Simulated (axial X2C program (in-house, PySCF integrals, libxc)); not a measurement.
Testing model relations on NdAu

A bond curve at the PBE0 level, 2c, was computed with an axial X2C code built on PySCF integrals (basis Au dyall-cv3z [13s14p9d6f4g], Nd dyall-cv3z [13s14p9d8f3g] (cores contracted in-house)) for the state Ω = 5/2 (⟨Sz⟩ = -2.49, ⟨Lz⟩ = 4.99 at PBE0). Its fit gives Re = 2.7882 Å, ωe = 131.7 cm⁻¹, ωexe = 0.192 cm⁻¹ and αe = 6.209e-05 cm⁻¹; the masses are 196.9666 and 141.9077 u. Two-component means X2C with spin–orbit coupling and atomic mean-field Coulomb and Gaunt terms.

Find the reduced mass, Be and the force constant.

From the PBE0 values: μ = 82.4821 u. Be = 16.8576/(μ Re²) = 0.02629 cm⁻¹. k = 5.8918×10⁻⁷ μ ωe² = 0.843 mdyn/Å.

Estimate the centrifugal constant by the Kratzer relation.

D = 4Be³/ωe² = 4.19e-09 cm⁻¹.

A Morse curve ties αe to the other constants (Pekeris). How well does that hold?

αe(Morse) = 6Be²/ωe × (√(ωexe/Be) − 1) = 5.361e-05 cm⁻¹; the PBE0 curve gives 6.209e-05 cm⁻¹, a ratio of 0.86.

Where do the fundamental and the first overtone lie?

ν(1←0) = ωe − 2ωexe = 131.3 cm⁻¹; ν(2←0) = 2ωe − 6ωexe = 262.2 cm⁻¹.

The dipole moment p changes by 4.50 D/Å at Re. What harmonic infrared intensity follows?

I = 42.256 × (dp/dR)²/μ = 10 km/mol.

The state is one determinant whose occupation by symmetry is held fixed; it was picked as the lowest of a PBE0 search that is not exhaustive. Density functionals use the spin component along the axis (collinear). Without a current term, density functionals place determinants with orbital angular momentum somewhat too high. With several unpaired electrons one determinant need not be a pure state. A state of lower Ω lies just above, and one determinant can place such states too high, so the state shown need not be the lowest. The search has Ω = 1/2 only 0.07 eV up. The lowest spin-free determinant has another configuration (M_S = 5/2, Λ = 3), so the order of states is uncertain and this need not be the ground state.
